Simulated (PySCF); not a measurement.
This PySCF input asks for the NMR shieldings of `C1=C[C@H]2C(B)(B)[C@@H]1C=C2`, C7H10B2; the geometry comes from GFN2-xTB.

```python
import basis_set_exchange as bse
import numpy as np
from pyscf import gto, dft
from pyscf.prop import nmr

atoms = """
B     1.206820   -0.905846    1.444605
C     0.662529   -0.191985    0.153453
B     1.964697   -0.011289   -0.709782
C    -0.184220    1.097889    0.390867
C    -0.638804    1.353791   -1.036954
C    -0.849013    0.173920   -1.601660
C    -0.538893   -0.888452   -0.559246
C    -1.596093   -0.706219    0.517842
C    -1.385496    0.473756    1.081998
H     1.590784   -0.269543    2.346641
H     1.260780   -2.072511    1.491928
H     2.296408   -0.851307   -1.452128
H     2.621776    0.947214   -0.582991
H     0.287966    1.929783    0.903997
H    -0.784779    2.335284   -1.447325
H    -1.205933   -0.048689   -2.589777
H    -0.395949   -1.899572   -0.928025
H    -2.372521   -1.421042    0.716256
H    -1.949864    0.964070    1.852840
"""
names = dict.fromkeys(["B", "C", "H"], "pcSseg-1")
basis = {el: gto.basis.parse(bse.get_basis(n, elements=[el], fmt="nwchem")) for el, n in names.items()}
mol = gto.M(atom=atoms, basis=basis, charge=0, verbose=0)
mf = dft.RKS(mol, xc="PBE0")
mf.grids.level = 2
mf.grids.alignment = dft.numint.BLKSIZE   # the property module wants whole blocks of grid points
mf.conv_tol = 1e-9
mf.kernel()

calc = nmr.RKS(mf)   # GIAO
C = mf.mo_coeff
Co = C[:, mf.mo_occ > 0]
resp = mf.gen_response(singlet=True, hermi=2)
def vind(x):   # induced exchange potential for any number of trial vectors
    d = np.einsum("pi,xij,qj->xpq", C, 2 * x.reshape(-1, C.shape[1], Co.shape[1]), Co, optimize=True)
    return np.einsum("xpq,pi,qj->xij", resp(d - d.transpose(0, 2, 1)), C, Co, optimize=True).ravel()
mo1, _ = nmr.rhf.solve_mo1(calc, with_cphf=vind)
sigma = calc.kernel(mo1)
for i, s in enumerate(sigma):   # ppm
    w = np.linalg.eigvalsh((s + s.T) / 2)
    print("%2d %-2s iso %8.1f  s11 %8.1f  s22 %8.1f  s33 %8.1f" % (i, mol.atom_pure_symbol(i), w.mean(), *w))
```

Problem. Give the expected output.

Solution. 
```
 0 B  iso     15.7  s11    -43.1  s22    -37.6  s33    127.8
 1 C  iso     40.1  s11      1.2  s22     33.0  s33     86.1
 2 B  iso     15.7  s11    -43.1  s22    -37.5  s33    127.8
 3 C  iso    123.7  s11    105.3  s22    120.6  s33    145.3
 4 C  iso     24.3  s11   -103.2  s22     26.7  s33    149.3
 5 C  iso     24.2  s11   -103.4  s22     26.6  s33    149.3
 6 C  iso    123.7  s11    105.3  s22    120.6  s33    145.4
 7 C  iso     24.1  s11   -103.5  s22     26.5  s33    149.3
 8 C  iso     24.3  s11   -103.2  s22     26.8  s33    149.3
 9 H  iso     24.3  s11     16.2  s22     27.0  s33     29.5
10 H  iso     24.3  s11     16.2  s22     27.0  s33     29.5
11 H  iso     24.3  s11     16.2  s22     27.0  s33     29.5
12 H  iso     24.2  s11     16.2  s22     27.0  s33     29.5
13 H  iso     26.5  s11     24.1  s22     26.7  s33     28.8
14 H  iso     24.2  s11     20.6  s22     25.0  s33     27.0
15 H  iso     24.2  s11     20.5  s22     25.0  s33     27.0
16 H  iso     26.5  s11     24.0  s22     26.8  s33     28.8
17 H  iso     24.2  s11     20.5  s22     25.0  s33     27.0
18 H  iso     24.2  s11     20.6  s22     25.0  s33     27.0
```

These numbers come from an equivalent density-fitted implementation of the same equations, which agrees with the script to about 0.01 ppm for H and up to a few tenths of a ppm for heavy atoms, so last digits may differ.

Size and cost of the density-fitted run: 203 basis functions, 75 s wall time on 1 thread of an Arm Neoverse N1, shared host; peak memory 0.92 GiB.
